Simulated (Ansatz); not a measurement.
A nudged elastic band was laid between two geometries of AlH5O2Si + H2 (11 atoms, charge 0, multiplicity 1).

These are results of RKS PBE/def2-SVP in Ansatz 0.2.0, not measurements.

```yaml
movable_images: 2
climbing_image: yes
spring: 5.0 eV/Å²
optimiser: quadratic models (default)
start_path: through a guess of the saddle point
force_threshold: 0.05 eV/Å
iteration_limit: 60
end_points: relaxed
```

Image 0:

```xyz
11
Properties=species:S:1:pos:R:3
Al 0.204 -0.242 0.354
O 0.587 -0.327 2.029
H -0.047 -0.604 2.709
H 1.379 0.147 -0.626
O -1.328 -0.731 -0.240
Si -2.789 -1.227 -0.848
H -3.304 -2.418 -0.082
H -3.803 -0.117 -0.735
H -2.664 -1.611 -2.300
H -0.636 2.077 0.422
H -0.313 1.942 1.111
```

Image 3:

```xyz
11
Properties=species:S:1:pos:R:3
Al 0.067 0.493 -0.100
O 0.190 0.141 1.894
H -0.683 -0.332 1.875
H 1.312 -0.237 -0.786
O -1.434 -0.452 0.007
Si -2.714 -1.244 -0.698
H -2.994 -2.524 0.048
H -3.963 -0.400 -0.645
H -2.436 -1.585 -2.141
H -0.115 2.090 -0.106
H 0.056 0.938 2.446
```

Task: What changes between the two ends?

Result: Bonds broken: H10–H11. Bonds formed: Al1–H10, O2–H11. AlH5O2Si + H2 becomes AlH7O2Si.

Task: Give the energies along the band, and the barrier.

Result: The run converged. The highest image is number 2 of 0 to 3, 0.73 eV above the first end and 0.54 eV above the last; the last end lies 0.19 eV above the first. Another band between the same ends (7 images) ends at a top of the same energy, where a vibrational analysis finds 1 clearly imaginary mode. So few images can step over the top or miss a turn of the path. The orbitals stay closed-shell, which can raise the energy where a bond breaks towards radicals; this wasn't checked here.

```csv
image,path coordinate (Å),energy (eV),H10–H11 (Å),Al1–H10 (Å),O2–H11 (Å)
0,0.00,0.00,0.77,2.47,2.61
1,0.86,0.05,0.78,2.34,2.18
2,1.72,0.73,1.07,1.79,1.26
3,3.36,0.19,2.80,1.61,0.98
```

Task: What is the geometry of the highest image?

Result: 
```xyz
11
Properties=species:S:1:pos:R:3
Al 0.051 0.183 0.107
O 0.380 0.185 1.962
H -0.294 -0.188 2.563
H 1.319 -0.006 -0.822
O -1.470 -0.534 -0.254
Si -2.815 -1.302 -0.845
H -3.067 -2.574 -0.077
H -4.026 -0.414 -0.711
H -2.646 -1.653 -2.301
H -0.179 1.876 0.643
H 0.033 1.314 1.528
```

The band took 34 iterations and roughly 5 core-minutes.

Time of the run: 2.4 min on 2 threads of Intel(R) Xeon(R) Platinum 8259CL CPU @ 2.50GHz (Skylake/Cascade Lake), with other jobs on the host, peak memory 0.16 GiB.
